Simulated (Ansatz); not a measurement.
A structure relaxed at PBE0-D4/def2-TZVP, charge 0, multiplicity 1:

| atom | x (Å) | y (Å) | z (Å) |
| --- | --- | --- | --- |
| C1 | -1.326 | 0.379 | 2.284 |
| B2 | -1.149 | 0.309 | 0.727 |
| N3 | -0.165 | -0.478 | 0.138 |
| C4 | 0.123 | -0.603 | -1.278 |
| Si5 | 1.825 | 0.093 | -1.719 |
| H6 | -1.221 | 1.412 | 2.634 |
| H7 | -0.619 | -0.238 | 2.846 |
| H8 | -2.339 | 0.074 | 2.569 |
| H9 | -1.860 | 0.935 | -0.014 |
| H10 | 0.459 | -1.007 | 0.730 |
| H11 | 0.051 | -1.647 | -1.607 |
| H12 | -0.640 | -0.051 | -1.833 |
| H13 | 1.863 | 1.553 | -1.448 |
| H14 | 2.856 | -0.575 | -0.877 |
| H15 | 2.141 | -0.156 | -3.152 |

Q: Give its formula and SMILES.

A: C2H10BNSi, `CBNC[SiH3]`.

Q: Point group (tolerance 0.08 Å, 0.16 Å for H)?

A: C1.

Q: Summarise the bond lengths by kind.

A: 1 × B–C 1.568 Å; 5 × C–H 1.093 to 1.097 Å; 1 × B–N 1.391 Å; 1 × B–H 1.203 Å; 1 × C–N 1.451 Å; 1 × H–N 1.010 Å; 1 × C–Si 1.890 Å; 3 × H–Si 1.486 to 1.489 Å.

Results of the Gaussian-basis code of Ansatz.
